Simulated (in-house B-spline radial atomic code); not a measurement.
The technetium ion Tc²⁺ is squeezed into an impenetrable sphere of radius R (the orbitals vanish at R). No spin polarisation. Computed with a B-spline radial code for spherical atoms: non-relativistic Hartree-Fock, average of configuration, point nucleus.

Energies in eV above the free ion in [Kr] 4d5:

```csv
R (bohr),highest level (eV),[Kr] 4d5,[Ar] 3d10 4s2 4p5 4d6,[Ar] 3d9 4s2 4p6 4d5 4f1,-dE/dV in [Kr] 4d5 (GPa)
7.36,-28.7,0.0009007,41.45,282,0.00338
6.81,-28.7,0.003268,41.45,282.6,0.0141
4.84,-28.4,0.2677,41.73,287.4,2.11
4.09,-27.7,1.318,42.87,292.1,14.3
3.73,-26.9,2.822,44.53,295.8,37.1
3.23,-24.6,8.306,50.58,305.2,151
2.61,-16.7,34.96,79.45,338.1,1080
2.08,4.6,138.2,188,448.9,7540
1.67,50.9,448.1,506.3,770.5,41500
1.28,176,1549,1617,1905,276000
```

(1) Does [Ar] 3d10 4s2 4p5 4d6 fall below [Kr] 4d5 under compression?

(2) Does [Ar] 3d9 4s2 4p6 4d5 4f1 fall below [Kr] 4d5 under compression?

The highest level is first positive in the row R = 2.08 bohr, pushed up by confinement above the zero of the free ion's potential. Each configuration is held fixed and needn't be the lowest in the sphere.

## Answers

(1) No, it stays above over the whole range.

(2) No, it stays above over the whole range.
